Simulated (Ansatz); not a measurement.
System: CTe₂ (charge 0, singlet). SMILES: C(=[Te])=[Te]
Structure (B3LYP-D3(BJ)/def2-TZVP (Ansatz, an electronic-structure program) minimum search):
```xyz
3

C      0.0000     0.0000     0.0000
Te     0.0000     0.0000    -1.9033
Te     0.0000     0.0000     1.9033
```
Charge 0, spin multiplicity 1.

CCSD(T) with Ansatz in growing basis sets, 16 correlated electrons. Valence correlation only, unless marked. UHF or UKS for open shells. No spin-orbit coupling. The frozen core is the preceding noble-gas configuration, with the filled d and f shells of earlier blocks. In def2 rows, elements after Kr have scalar-relativistic effective core potentials. Costs are ratios of core time to the smallest set, on shared machines of one kind, and rough; they hold the program's checks for lower states.

```csv
basis,functions,cost over smallest,E(corr) (Eh),electronic atomisation energy (kcal/mol)
def2-SVP,66,1×,-0.3721,163.6
def2-TZVPP,131,5×,-0.4693,178.9
def2-QZVPP,221,20×,?,?
```

Problem. What does the step to def2-QZVPP buy, and how does its cost grow by formal scaling?

Solution. Formally CCSD grows as o²v⁴ and (T) as o³v⁴; with o = 8 and v going from 104 to 194 both grow 12-fold in the last step, while integrals and the mean field grow more slowly. That step adds 34.0 mEh of correlation energy and 5.6 kcal/mol to the atomisation energy. Row: E(corr) (Eh) -0.5033, electronic atomisation energy (kcal/mol) 184.5.
